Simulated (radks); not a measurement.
Os15+, 61 electrons, occupied as [Kr] 4d10 4f13 5s2. All-electron calculation, scalar-relativistic Kohn-Sham, PBEsol, spin-polarised, spherical densities, finite nucleus; open shells are filled with parallel spins first (spin-orbit coupling, left out, can overturn this in heavy ions); Fermi nuclear charge, rms radius 5.4126 fm. Program: a radial shooting solver on a logarithmic mesh with Libxc functionals.

Radial electron density D(r) = 4 pi r^2 rho(r):

| r (bohr) | D(r) (e/bohr) | spin D(r) |
|---|---|---|
| 0.001676 | 18.50 | -0.00000845 |
| 0.002183 | 26.56 | -0.0000124 |
| 0.002842 | 37.24 | -0.0000180 |
| 0.003701 | 50.65 | -0.0000263 |
| 0.004858 | 66.72 | -0.0000396 |
| 0.006326 | 82.79 | -0.0000612 |
| 0.008237 | 96.37 | -0.000101 |
| 0.01073 | 103.8 | -0.000177 |
| 0.01397 | 103.0 | -0.000324 |
| 0.01819 | 96.35 | -0.000587 |
| 0.02368 | 92.48 | -0.000991 |
| 0.03108 | 102.3 | -0.00147 |
| 0.04047 | 124.7 | -0.00168 |
| 0.0527 | 140.5 | -0.000807 |
| 0.06862 | 131.0 | 0.00360 |
| 0.08936 | 110.8 | 0.0215 |
| 0.1164 | 114.7 | 0.0869 |
| 0.1515 | 129.2 | 0.279 |
| 0.1989 | 105.9 | 0.718 |
| 0.259 | 71.01 | 1.37 |
| 0.3372 | 73.96 | 1.95 |
| 0.4391 | 77.86 | 2.02 |
| 0.5717 | 51.00 | 1.49 |
| 0.7444 | 22.29 | 0.751 |
| 0.9694 | 7.674 | 0.236 |
| 1.272 | 1.677 | 0.0349 |
| 1.657 | 0.1678 | 0.00203 |
| 2.157 | 0.004990 | 0.0000269 |

D(r) has 4 maxima, at r = 0.0119, 0.0549, 0.153, 0.402 bohr, and minima at 0.0231, 0.0984, 0.285 bohr, inside which lie 1.91, 11.04, 30.04 electrons.
